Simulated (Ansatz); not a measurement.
Single points on Zr₂S₂⁺.

```yaml
crystal:
  periodic: [false, false, false]
  atoms:
    - {symbol: Zr, position_ang: [1.321142, -0.409615, -0.117668]}
    - {symbol: Zr, position_ang: [-0.870904, 0.917170, 0.572662]}
    - {symbol: S, position_ang: [-0.438043, -1.353231, 1.209666]}
    - {symbol: S, position_ang: [-0.012194, 0.845676, -1.664661]}
basis:
  gaussian: {orbitals: def2-TZVP, initial_orbitals: start.molden}
total_charge: 1
magnetization: {spin_polarized: true, initial_magnetization: 1}
correlation: {method: ccsd_t}
scf: {omitted_lower_state_checks: [starts, cluster_reference]}
output: {orbitals: {seedname: orbitals}}
```

The file start.molden holds the orbitals of an earlier run on this structure, at another level or in another basis.

```sh
$ ansatz run in.yaml --threads 4 --pin off --events-out ev --progress --plain --max-ram 3916MiB
```

Shortened log:

```
Functional definition: HF
1178 factors; integrals over basis functions are off by at most 5.6e-4 eV
mean field evaluation 1: about -24163.1050 eV, gradient 2.2e1 eV
mean field evaluation 2: about -24164.1109 eV, gradient 1.6e0 eV
mean field evaluation 4: about -24164.2022 eV, gradient 3.4e-1 eV
mean field evaluation 8: about -24164.6900 eV, gradient 1.8e-1 eV
mean field evaluation 16: about -24164.6929 eV, gradient 2.8e-6 eV
mean field -24164.69287945 eV, -888.0360839028 hartree, gradient 2.8e-6 eV, S^2 1.393913; 0 other end points of the search recorded, 0 dependent functions left out
10 core orbitals not correlated: weight in the atoms' cores, before any rotation towards them, 1.000 or more for the frozen orbitals, at most 0.000 for the correlated occupied ones
reference -24164.69287945 eV, -888.0360839028 hartree; 18, 17 occupied and 126, 127 virtual orbitals, 1178 factors
second order -24.19894104 eV of doubles, -0.00000000 eV of singles
cycle   1  -23.20422836 eV  change    9.9e-1 eV  update   2.5e-1
cycle   2  -24.15011509 eV  change   -9.5e-1 eV  update   1.2e-1
cycle   3  -24.50126238 eV  change   -3.5e-1 eV  update   7.2e-2
cycle   4  -24.58167792 eV  change   -8.0e-2 eV  update   4.6e-2
cycle   5  -24.62907140 eV  change   -4.7e-2 eV  update   3.2e-2
cycle   6  -24.69493487 eV  change   -6.6e-2 eV  update   2.3e-2
cycle   7  -24.74086938 eV  change   -4.6e-2 eV  update   1.5e-2
cycle   8  -24.75294707 eV  change   -1.2e-2 eV  update   1.1e-2
cycle   9  -24.77345924 eV  change   -2.1e-2 eV  update   9.7e-3
cycle  10  -24.76973108 eV  change    3.7e-3 eV  update   8.1e-3
cycle  11  -24.77308399 eV  change   -3.4e-3 eV  update   6.7e-3
cycle  12  -24.78769702 eV  change   -1.5e-2 eV  update   5.6e-3
cycle  13  -24.78581349 eV  change    1.9e-3 eV  update   4.5e-3
cycle  14  -24.79511777 eV  change   -9.3e-3 eV  update   3.9e-3
cycle  15  -24.79330940 eV  change    1.8e-3 eV  update   3.2e-3
cycle  16  -24.79284670 eV  change    4.6e-4 eV  update   2.6e-3
cycle  17  -24.79660816 eV  change   -3.8e-3 eV  update   1.8e-3
cycle  18  -24.79839132 eV  change   -1.8e-3 eV  update   9.3e-4
cycle  19  -24.80007594 eV  change   -1.7e-3 eV  update   5.6e-4
cycle  20  -24.80038314 eV  change   -3.1e-4 eV  update   3.2e-4
cycle  21  -24.80025998 eV  change    1.2e-4 eV  update   2.4e-4
cycle  22  -24.80001243 eV  change    2.5e-4 eV  update   1.7e-4
cycle  23  -24.79997491 eV  change    3.8e-5 eV  update   1.1e-4
cycle  24  -24.79990224 eV  change    7.3e-5 eV  update   6.8e-5
cycle  25  -24.79994666 eV  change   -4.4e-5 eV  update   4.7e-5
cycle  26  -24.79996528 eV  change   -1.9e-5 eV  update   3.1e-5
perturbative correction -1.69969793 eV, -0.0624627469 hartree
Total energy: -24191.19254266 eV, -889.0099285637 hartree
Checks for a lower state left out: starts, cluster_reference
```

It took 3.2 min on 4 threads of Arm Neoverse V2 on a shared host, peak host memory 3.3 GiB.

The first input with `hamiltonian: {xc: pbe, dispersion: d4}`, `scf: {omitted_lower_state_checks: [starts]}` and without the key `correlation` (abridged; 4.3 s):

```
Functional definition: PBE
mean field -24220.68644866 eV, -890.0938096174 hartree, gradient 2.2e-5 eV, S^2 0.758705
Total energy: -24220.88042161 eV, -890.1009379919 hartree
Checks for a lower state left out: starts
```

First input, but with `gaussian: {orbitals: def2-SVP, initial_orbitals: start.molden}`, `hamiltonian: {xc: pbe, dispersion: d4}`, `scf: {omitted_lower_state_checks: [starts]}` and without the key `correlation` (abridged; 2.9 s):

```
Functional definition: PBE
mean field -24212.55294156 eV, -889.7949087445 hartree, gradient 2.2e-5 eV, S^2 0.757397
Total energy: -24212.74692645 eV, -889.8020375577 hartree
Checks for a lower state left out: starts
```

First input, but with `gaussian: {orbitals: STO-3G}`, `hamiltonian: {xc: hf}`, `scf: {omitted_lower_state_checks: [starts]}` and without the key `correlation` (abridged; 2.4 s):

```
Functional definition: HF
mean field evaluation 16: about -212055.0103 eV, gradient 1.0e-1 eV
mean field evaluation 32: about -212055.6937 eV, gradient 3.3e-2 eV
mean field -212055.69299314 eV, -7792.9029809867 hartree, gradient 2.1e-5 eV, S^2 1.619685
Total energy: -212055.69299314 eV, -7792.9029809867 hartree
Checks for a lower state left out: starts
```

As the first input, with `hamiltonian: {xc: {name: BLYP}, dispersion: d4}`, `scf: {omitted_lower_state_checks: [starts]}` and without the key `correlation` (abridged; 4.9 s):

```
Functional definition: BLYP
mean field -24227.44013021 eV, -890.3420028363 hartree, gradient 2.3e-5 eV, S^2 0.756517
Total energy: -24227.83171275 eV, -890.3563932295 hartree
Checks for a lower state left out: starts
```

First input, but with `hamiltonian: {xc: hse06, dispersion: d4}`, `scf: {omitted_lower_state_checks: [starts]}` and without the key `correlation` (abridged; 6.5 s):

```
Functional definition: HSE06
mean field -24220.19918300 eV, -890.0759029347 hartree, gradient 2.5e-5 eV, S^2 0.761026
Total energy: -24220.36122834 eV, -890.0818579910 hartree
Checks for a lower state left out: starts
```

Geometry: B3LYP-D4/def2-SVP.

In the def2 sets Zr takes a core potential, while STO-3G treats all electrons; there is no spin–orbit coupling. HSE06 is defined as in plane-wave codes, on full-range PBE exchange. Correlated methods freeze 10 core orbitals; core or outer-core shells of Zr are correlated, in sets that lack core-valence functions. At CCSD(T)/def2-TZVP T1 of the charge 1 doublet is large (up to 0.082), so the single-reference result is doubtful. At CCSD(T)/def2-TZVP, HF/STO-3G the charge 1 doublet is spin-contaminated (final ⟨S²⟩ up to 1.62, 0.75 for a pure state). The structure comes from a short search, and lower isomers may exist.
